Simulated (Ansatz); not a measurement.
Z-matrix (Å, degrees):
```
C
H 1 1.0867
H 1 1.0867 2 111.09
Si 1 1.9026 2 117.12 3 138.27
H 4 1.4771 1 116.25 2 0.38
H 4 1.4771 5 112.83 1 137.96
Si 1 1.9026 2 117.12 3 -138.27
H 7 1.4771 1 116.25 2 -0.38
H 7 1.4771 8 112.83 1 -137.96
```
Charge 0, multiplicity 1.

These are frozen-core CCSD(T)/cc-pVQZ // B3LYP-D3(BJ)/def2-TZVP (Ansatz, a quantum-chemistry and plane-wave program) values and carry that method's errors.

The HF energy is -619.22606 Ha and the MP2 correlation energy comes out as -0.44946 Ha.

Task: Estimate the CCSD correlation energy, the (T) correction, the total energy and the T1 diagnostic.

Result: 
| Item | Value |
|---|---|
| CCSD correlation energy | -0.49098 Ha |
| (T) correction | -0.02138 Ha |
| CCSD(T) total energy | -619.73843 Ha |
| T1 diagnostic | 0.013 |
